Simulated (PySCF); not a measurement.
# Sb²⁺ (antimony, charge +2) across methods

[Kr] 4d10 5s1 5p2, high-spin 4P determinant (an excited configuration). Calculation: PySCF 2.14, in aug-cc-pwCVTZ-DK3 (10s9p7d4f1g, 109 functions); the spin-free X2C one-electron Hamiltonian (Gaussian nucleus).

| method | E (hartree) | mean ε 4d β (eV) | mean ε 5s α (eV) | mean ε 5p α (eV) | Σ⟨r²⟩ (bohr²) | ⟨S²⟩ |
| --- | --- | --- | --- | --- | --- | --- |
| CAM-B3LYP | -6479.66 | -57.065 | -34.453 | -24.157 | 39.24 | 3.751 |
| r2SCAN | -6479.34 | -53.531 | -31.803 | -22.108 | 39.10 | 3.752 |
| UHF | -6476.63141 | -63.362 | -37.222 | -25.996 | 39.52 | 3.753 |
| M06-L | -6479.20 | -53.618 | -31.048 | -21.527 | 39.18 | 3.752 |
| LDA | -6473.11 | -52.893 | -31.449 | -21.811 | 39.16 | 3.751 |
| PBE0 | -6478.98 | -55.700 | -32.897 | -22.928 | 39.18 | 3.751 |
| r2SCANh | -6479.33 | -54.627 | -32.426 | -22.549 | 39.10 | 3.752 |

Estimate the same row for PBE.

E (hartree) = -6478.90; mean ε 4d β (eV) = -52.719; mean ε 5s α (eV) = -31.193; mean ε 5p α (eV) = -21.708; Σ⟨r²⟩ (bohr²) = 39.22; ⟨S²⟩ = 3.751.
